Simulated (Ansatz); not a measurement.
ethylene carbonate (C$_{3}$H$_{4}$O$_{3}$), singlet, geometry from GFN2-xTB. Base run: CCSD(T)/STO-3G in Ansatz (a quantum-chemistry and plane-wave program).

Input for Ansatz:
Ansatz 0.2 input:
```yaml
crystal:
  periodic: [false, false, false]
  atoms:
    - {symbol: O, position_ang: [2.02364805, -0.10196367, -0.02219553]}
    - {symbol: C, position_ang: [0.84129222, -0.04238941, -0.00922736]}
    - {symbol: O, position_ang: [0.02528031, -1.10906625, 0.06015929]}
    - {symbol: C, position_ang: [-1.32923011, -0.70405933, 0.05664352]}
    - {symbol: C, position_ang: [-1.25265770, 0.83415051, -0.02832517]}
    - {symbol: O, position_ang: [0.13529665, 1.10097540, -0.06192051]}
    - {symbol: H, position_ang: [-1.80468390, -1.05510197, 0.97634301]}
    - {symbol: H, position_ang: [-1.82913313, -1.15234299, -0.80606914]}
    - {symbol: H, position_ang: [-1.71042935, 1.23221471, -0.93778897]}
    - {symbol: H, position_ang: [-1.68598012, 1.32945573, 0.84462318]}
basis:
  gaussian:
    orbitals: STO-3G
magnetization: {spin_polarized: false}
correlation: {method: ccsd_t}
```

Variants of this job, named by their change:

```tsv
change	ΔE vs base (kcal/mol)	MP2 correlation (Eh)	CC correlation without the perturbative part (Eh)	basis functions
base	0.000	-0.28425	-0.33815	34
diis_vectors = 2	0.000	-0.28425	-0.33815	34
method = ccsd	?	-0.28425	-0.33815	34
electrons = outside_noble_gas	0.000	-0.28425	-0.33815	34
method = bccd	?	-0.28425	?	34
lower_state_search = off	0.000	-0.28425	-0.33815	34
electrons = all	-0.93	-0.28592	-0.33960	34
method = mp2	?	-0.28425	-	34
accuracy = high	-0.013	-0.28425	-0.33815	34
reference functional = pbe0	0.282	-	-0.35702	34
```

Problem. Some entries are withheld; supply them.

Solution. 
- method = ccsd, ΔE vs base (kcal/mol): 7.11
- method = bccd, ΔE vs base (kcal/mol): 8.39
- method = bccd, CC correlation without the perturbative part (Eh): -0.33611
- method = mp2, ΔE vs base (kcal/mol): 40.94
